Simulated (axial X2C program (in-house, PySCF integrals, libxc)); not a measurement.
**Spin–orbit effects along a row: molecules with H, HF**

Computed with an in-house all-electron X2C program for linear molecules (integrals from PySCF), spin-free (one-electron X2C) or two-component (2c: spin–orbit coupling with atomic mean-field Coulomb and Gaunt terms, which also bring small scalar terms), in Dyall basis sets with cores contracted in-house; open shells are unrestricted.

Basis sets: Ca dyall-cv3z, Cr dyall-cv3z, Cu dyall-cv3z, Fe dyall-cv3z, Ga dyall-cv3z, Ge dyall-cv3z, H dyall-v3z, K dyall-cv3z, Mn dyall-cv3z, Ni dyall-cv3z, Sc dyall-cv3z, Ti dyall-cv3z, V dyall-cv3z.

| molecule | spin-free state | Re (Å) | ωe (cm⁻¹) | De (eV) | 2c state | Re 2c (Å) | ωe 2c (cm⁻¹) | De 2c (eV) |
| --- | --- | --- | --- | --- | --- | --- | --- | --- |
| KH | M_S = 0, Λ = 0 | 2.307 | 970.2 | 0.86 | Ω = 0 | 2.307 | 970.1 | 0.86 |
| CaH | M_S = 1/2, Λ = 0 | 2.050 | 1298.9 | 1.51 | Ω = 1/2 | 2.050 | 1298.8 | 1.51 |
| ScH | M_S = 1, Λ = 2 | 1.935 | 1425.6 | 1.79 | Ω = 1 | 1.935 | 1425.3 | 1.79 |
| TiH | M_S = 3/2, Λ = 3 | 1.855 | 1492.4 | 1.78 | Ω = 3/2 | 1.856 | 1491.8 | n/a |
| VH | M_S = 2, Λ = 2 | 1.791 | 1541.1 | 1.83 | Ω = 4 | 1.791 | 1540.8 | n/a |
| CrH | M_S = 5/2, Λ = 0 | 1.720 | 1620.6 | 1.22 | Ω = 5/2 | 1.720 | 1620.0 | 1.22 |
| MnH | M_S = 3, Λ = 0 | 1.778 | 1550.6 | 1.49 | Ω = 3 | 1.778 | 1550.0 | 1.49 |
| FeH | M_S = 3/2, Λ = 1 | 1.704 | 1552.1 | 0.88 | Ω = 5/2 | 1.704 | 1551.1 | n/a |
| NiH | M_S = 1/2, Λ = 2 | 1.622 | 1662.2 | 1.14 | Ω = 5/2 | 1.623 | 1660.9 | 1.11 |
| CuH | M_S = 0, Λ = 0 | 1.540 | 1703.0 | n/a | Ω = 0 | 1.541 | 1701.9 | n/a |
| GaH | M_S = 0, Λ = 0 | 1.667 | 1652.5 | 2.05 | Ω = 0 | 1.667 | 1651.7 | n/a |
| GeH | M_S = 1/2, Λ = 1 | 1.584 | 1980.7 | 1.90 | Ω = 1/2 | 1.584 | 1977.4 | n/a |

Each entry is the lowest single determinant of a limited PBE0 search at one distance. De goes to single-determinant-based atoms at the same level (for ions the charge split of lowest energy) and is withheld (n/a) where an atom does not fit its ground term or J level. Main or longest-lived isotopes. One determinant is a doubtful description, or other states lie close, for ScH, TiH, VH, CrH, MnH, FeH, NiH; these need not be ground states, and all values refer to the states named. Some open-shell Ω = 0 determinants are out of reach, so the Ω given for VH, MnH need not be the lowest component. With several unpaired electrons the Ω given is that of one determinant, not necessarily of the lowest component.
